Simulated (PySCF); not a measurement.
# Basis set benchmark on one molecule

Molecule: `CSc1ccccc1`, C7H8S.

Molfile (atoms numbered from 1):
```
C7H8S
     RDKit          3D

 16 16  0  0  0  0  0  0  0  0999 V2000
   -2.8534   -0.9031   -0.4786 C   0  0  0  0  0  0  0  0  0  0  0  0
   -2.0735    0.7023   -0.6901 S   0  0  0  0  0  0  0  0  0  0  0  0
   -0.4013    0.4111   -0.2162 C   0  0  0  0  0  0  0  0  0  0  0  0
    0.1025   -0.8250    0.2049 C   0  0  0  0  0  0  0  0  0  0  0  0
    1.4463   -0.9486    0.5596 C   0  0  0  0  0  0  0  0  0  0  0  0
    2.3026    0.1472    0.5010 C   0  0  0  0  0  0  0  0  0  0  0  0
    1.8005    1.3804    0.0806 C   0  0  0  0  0  0  0  0  0  0  0  0
    0.4640    1.5156   -0.2750 C   0  0  0  0  0  0  0  0  0  0  0  0
   -3.9047   -0.7621   -0.7639 H   0  0  0  0  0  0  0  0  0  0  0  0
   -2.4099   -1.6641   -1.1375 H   0  0  0  0  0  0  0  0  0  0  0  0
   -2.8154   -1.2422    0.5670 H   0  0  0  0  0  0  0  0  0  0  0  0
   -0.5442   -1.7011    0.2606 H   0  0  0  0  0  0  0  0  0  0  0  0
    1.8233   -1.9209    0.8863 H   0  0  0  0  0  0  0  0  0  0  0  0
    3.3532    0.0439    0.7800 H   0  0  0  0  0  0  0  0  0  0  0  0
    2.4587    2.2511    0.0286 H   0  0  0  0  0  0  0  0  0  0  0  0
    0.0789    2.4848   -0.6025 H   0  0  0  0  0  0  0  0  0  0  0  0
  1  2  1  0
  2  3  1  0
  3  4  2  0
  4  5  1  0
  5  6  2  0
  6  7  1  0
  7  8  2  0
  8  3  1  0
  1  9  1  0
  1 10  1  0
  1 11  1  0
  4 12  1  0
  5 13  1  0
  6 14  1  0
  7 15  1  0
  8 16  1  0
M  END
```

Geometry PBE0-D3(BJ)/def2-SVP throughout; GIAO in PySCF, gas phase, one conformer, non-relativistic; equivalent atoms averaged; functional PBE0.

Reference values (estimated from measurements, as parent shift plus tabulated substituent increments; solution, not stated per compound (mostly CDCl3 or CCl4); Pretsch, Buehlmann, Badertscher, Structure Determination of Organic Compounds, 4th ed. (2009)): δ(C4/C8) = 126.6 ppm, δ(C5/C7) = 128.7 ppm, δ(C6) = 124.9 ppm, δ(H12/H16) = 7.26 ppm, δ(H13/H15) = 7.24 ppm, δ(H14) = 7.10 ppm. Computed shifts are taken against TMS, calculated as an isolated molecule at each level.

How do the basis sets pcSseg-0, cc-pVDZ, def2-SVP, pcSseg-1, aug-cc-pVDZ, def2-TZVP perform against the reference? Times are CPU seconds on 1 thread of an Arm Neoverse V1, shared host.

## Answers


```csv
basis set,functions,C4/C8,C5/C7,C6,H12/H16,H13/H15,H14,mean abs. error C,mean abs. error H,core-s
pcSseg-0,92,132.2,138.7,133.4,6.79,7.21,6.97,8.0,0.21,8.8
cc-pVDZ,156,122.4,128.5,122.5,6.87,7.17,6.95,2.3,0.20,20
def2-SVP,156,120.4,126.7,120.6,6.81,7.13,6.84,4.2,0.27,20
pcSseg-1,183,127.9,134.2,128.2,7.04,7.36,7.11,3.4,0.12,29
aug-cc-pVDZ,260,122.0,127.6,121.5,7.28,7.50,7.27,3.0,0.15,48
def2-TZVP,302,127.7,133.8,127.4,7.25,7.48,7.22,2.9,0.12,68
```

For ¹³C the closest is cc-pVDZ (2.3 ppm) and the furthest pcSseg-0 (8.0 ppm).

For ¹H the closest is pcSseg-1 (0.12 ppm, with def2-TZVP practically level) and the furthest def2-SVP (0.27 ppm). Where a smaller basis beats a larger one, errors probably cancel. One molecule is a small sample, and vibrational and solvent effects are absent from the calculation.

A small basis that lands close on one nucleus may do so by chance; judge by the trend and by all nuclei.
